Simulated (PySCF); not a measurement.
A structure optimised at B3LYP-D3(BJ)/def2-SVP, used in a PySCF frequency run:

```
W
O 1 1.7036
O 1 1.7036 2 106.39
Cl 1 2.2822 2 109.02 3 117.43
Cl 1 2.2822 2 109.02 3 -117.43
```

Write its SMILES, formula and point group.

[O]=[W](=[O])([Cl])[Cl], Cl2O2W, C2v

What are its rotational constants (standard atomic weights)?

2.6402, 1.5814, 1.2894 GHz
